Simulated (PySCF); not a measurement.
5-phenyl-1,3-thiazole (C₉H₇NS), SMILES c1ccc(-c2cncs2)cc1. Atoms are numbered in the order given.

```xyz
18

C     -3.4279     0.4203    -0.4829
C     -3.0067    -0.3253     0.6179
C     -1.6505    -0.5111     0.8639
C     -0.6843     0.0576     0.0181
C      0.7402    -0.1261     0.2979
C      1.3626    -0.3987     1.4969
N      2.7174    -0.5188     1.4632
C      3.1650    -0.3438     0.2584
S      1.9550    -0.0209    -0.9331
C     -1.1212     0.8053    -1.0864
C     -2.4786     0.9814    -1.3356
H     -4.4936     0.5603    -0.6774
H     -3.7426    -0.7778     1.2868
H     -1.3327    -1.1218     1.7114
H      0.8368    -0.4953     2.4484
H      4.2202    -0.3914    -0.0207
H     -0.3846     1.2660    -1.7499
H     -2.7967     1.5682    -2.2004
```
Charge 0, spin multiplicity 1.

The structure is a stationary point at PBE0-D3(BJ)/def2-SVP. One conformer was computed; it need not be the lowest.

Two levels are set side by side: PBE/pcSseg-1 (PySCF) and KT2/pcSseg-1 (PySCF). GIAO shifts against H2S (³³S), NH3 (¹⁵N), TMS (¹H), TMS (¹³C) at the same level; non-relativistic, no solvent, atoms listed together averaged. Differences are taken from unrounded values.

```json
[
 {"quantity": "δ(¹³C) of C1 (ppm)", "KT2": "124.9"},
 {"quantity": "δ(¹³C) of C2, C11 (ppm)", "KT2": "125.9"},
 {"quantity": "δ(¹³C) of C4 (ppm)", "KT2": "128.8"},
 {"quantity": "δ(¹³C) of C5 (ppm)", "KT2": "140.6"},
 {"quantity": "δ(¹³C) of C6 (ppm)", "KT2": "134.0"},
 {"quantity": "δ(¹⁵N) of N7 (ppm)", "KT2": "345.0"},
 {"quantity": "δ(¹³C) of C8 (ppm)", "KT2": "143.5"},
 {"quantity": "δ(³³S) of S9 (ppm)", "KT2": "457.1"},
 {"quantity": "δ(¹H) of H12 (ppm)", "KT2": "7.36"},
 {"quantity": "δ(¹H) of H13, H18 (ppm)", "KT2": "7.47"},
 {"quantity": "δ(¹H) of H15 (ppm)", "KT2": "8.24"},
 {"quantity": "δ(¹H) of H16 (ppm)", "KT2": "8.30"}
]
```

Question: What does PBE give, and how far is it from KT2? (An estimate is asked for; the answer gives what the named calculation found.)

Answer: 
```csv
quantity,PBE,PBE minus KT2
δ(¹³C) of C1 (ppm),133.3,8.4
"δ(¹³C) of C2, C11 (ppm)",134.3,8.3
δ(¹³C) of C4 (ppm),136.6,7.8
δ(¹³C) of C5 (ppm),149.7,9.1
δ(¹³C) of C6 (ppm),141.9,7.9
δ(¹⁵N) of N7 (ppm),366.4,21.4
δ(¹³C) of C8 (ppm),151.9,8.4
δ(³³S) of S9 (ppm),496.3,39.1
δ(¹H) of H12 (ppm),7.56,0.20
"δ(¹H) of H13, H18 (ppm)",7.68,0.20
δ(¹H) of H15 (ppm),8.31,0.07
δ(¹H) of H16 (ppm),8.37,0.07
```

Rough cost on one machine, each run with all the roots and properties that it gave: KT2 against PBE within a factor of 2.
